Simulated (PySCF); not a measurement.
Species: C₆H₈N₂O.
Geometry (GFN2-xTB, Å), atoms numbered from 1 in this order:
```
atom  x, y, z in Å
C1     2.4162   -0.4658   -0.1810
C2     0.9406   -0.6382   -0.2299
N3     0.3922   -1.7848   -0.6187
N4    -0.9117   -1.6234   -0.5515
C5    -1.2588   -0.3795   -0.1200
C6    -2.6349    0.0205    0.0330
O7    -3.5867   -0.6884   -0.2041
C8    -0.0567    0.2976    0.1031
C9     0.1275    1.6936    0.5782
H10    2.8940   -1.3874   -0.4988
H11    2.7283    0.3438   -0.8391
H12    2.7386   -0.2291    0.8322
H13   -1.5503   -2.3646   -0.7970
H14   -2.7626    1.0586    0.3929
H15    1.1672    1.8694    0.8404
H16   -0.1560    2.4021   -0.2003
H17   -0.4939    1.8878    1.4507
```

NICS is the negative of the GIAO shielding at a point without a nucleus: at the ring centre (0) and 1 Å above and below it (1); zz is the component along the ring normal. Level: GIAO PBE0/pcSseg-1 (PySCF, non-relativistic, gas phase) on the GFN2-xTB geometry, one conformer.

Ring bond lengths (Å), with Mayer bond orders in brackets: C2–N3 1.329 (1.47), N3–N4 1.316 (1.28), N4–C5 1.362 (1.03), C5–C8 1.398 (1.25), C8–C2 1.408 (1.30).

**Question.** Give the NICS values of each ring in ppm.

**Answer.** 
| ring | type | NICS(0) | NICS(1), two faces | NICS(1)zz, two faces | rms pucker (Å) | centre to ring atoms, mean (Å) |
| --- | --- | --- | --- | --- | --- | --- |
| C2–N3–N4–C5–C8 | 5-membered ring with 2 N; formal bonds all aromatic | -11.7 | -11.5 / -11.5 | -27.4 / -27.4 | 0.00 | 1.16 |

**Question.** What do they say, and how far can they be read as aromaticity?

**Answer.** 
- C2–N3–N4–C5–C8: mean NICS(1)zz -27.4 ppm, shielded. For a flat ring without four-coordinate atoms the NICS criterion counts such a value as aromatic.

**Question.** How equal are the bonds by HOMA? HOMA = 1 − mean of α(R − Ropt)² over the ring bonds, with Krygowski's 1993 parameters (CC: Ropt 1.388 Å, α 257.7 Å⁻²; CN: Ropt 1.334 Å, α 93.52 Å⁻²; NN: Ropt 1.309 Å, α 130.33 Å⁻²).

**Answer.** 
- C2–N3–N4–C5–C8: HOMA 0.96; the largest term is that of C8–C2, α(R − Ropt)² = 0.10. The geometric and the magnetic index point the same way.

**Question.** What field does 9.4 T along the ring normal induce along that normal at the first NICS(1) probe listed for ring C2–N3–N4–C5–C8, 1 Å off the ring?

**Answer.** NICSzz × B0 = -27.4 ppm × 9.4 T = -258 μT, against the applied field.

**Question.** List the ring angles and the Hirshfeld charges of the ring atoms.

**Answer.** 
- C2–N3–N4–C5–C8: C2 110.5° (+0.027 e), N3 106.7° (-0.132 e), N4 112.4° (-0.007 e), C5 105.9° (0.000 e), C8 104.5° (-0.021 e); sum 540.0° against 540° for a flat convex ring.

**Question.** How shielded are the nuclei of the rings and their hydrogens (means over atoms taken as equivalent)?

**Answer.** 
```
atoms                  environment  σ isotropic (ppm)
   C2  substituted aromatic carbon               35.1
   N3       pyridine-type nitrogen              -83.8
   N4        pyrrole-type nitrogen               51.1
   C5  substituted aromatic carbon               43.9
   C8  substituted aromatic carbon               59.7
  H13                 N–H hydrogen              21.70
```
